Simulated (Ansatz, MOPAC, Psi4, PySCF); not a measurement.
Molecule: C3H8O (charge 0, singlet). SMILES: CCCO
Structure (B3LYP-D3(BJ)/def2-TZVP (Ansatz, an electronic-structure program) minimum search):
```
C
H 1 1.0931
H 1 1.0931 2 106.71
C 1 1.5158 2 108.50 3 116.72
H 4 1.0982 1 109.76 2 -178.75
H 4 1.0982 5 107.60 1 119.40
O 4 1.4257 5 110.66 6 121.00
H 7 0.9622 4 108.88 5 -59.59
C 1 1.5259 2 110.31 3 -119.84
H 9 1.0907 1 111.06 2 58.82
H 9 1.0927 10 107.62 1 -122.12
H 9 1.0927 10 107.62 11 -115.77
```
Charge 0, spin multiplicity 1.

Quantity: size of the dipole moment, in D. Terms: non-relativistic; dispersion terms only where a functional's name holds one; LANL2DZ all-electron up to Ne; 6-31G* and kin with 6d, 5d where marked; spin-orbit terms left out; 6-311+G** with 5d. Ab initio and DFT rows: single points at B3LYP-D3(BJ) geometries (Ansatz). Semi-empirical rows: dipoles at the shared geometry.

Measured values: NIST CCCBDB, as tabulated in the package chemicals; dipoles are vibrational averages and may belong to another conformer or a mix. 

Value to compare with, the measured value: 1.55 D.

```
level               program  size of the dipole moment (D)  error
------------------  -------  -----------------------------  -----
PM3                   MOPAC                           1.44  -0.11
PM6                   MOPAC                           2.03   0.48
PBE/STO-3G           Ansatz                           1.20  -0.35
PBE/LANL2DZ          Ansatz                           1.85   0.30
BLYP/6-31G*          Ansatz                           1.40  -0.15
BP86/def2-SVP         PySCF                           1.40  -0.15
B3LYP/STO-3G         Ansatz                           1.26  -0.29
B3LYP/6-31G*         Ansatz                           1.48  -0.07
B3LYP/def2-SVP       Ansatz                           1.47  -0.08
B3LYP/cc-pVDZ        Ansatz                           1.38  -0.17
B3LYP/6-311+G**      Ansatz                           1.65   0.10
M06-2X/6-31G* (5d)    PySCF                           1.54  -0.01
wB97X-D/6-31G*         Psi4                           1.54  -0.01
wB97X-D/6-311+G**      Psi4                           1.68   0.13
```

Among the 14 habitual levels, PM6 lies farthest from the measured value (0.48 D); 4 of 14 lie above it, and their mean absolute error is 0.17 D, the median 0.14. One case shows no general order.

The levels are drawn from those run, B3LYP/6-31G* more often than the rest, none by its result; runs whose electronic state is in doubt are left out.
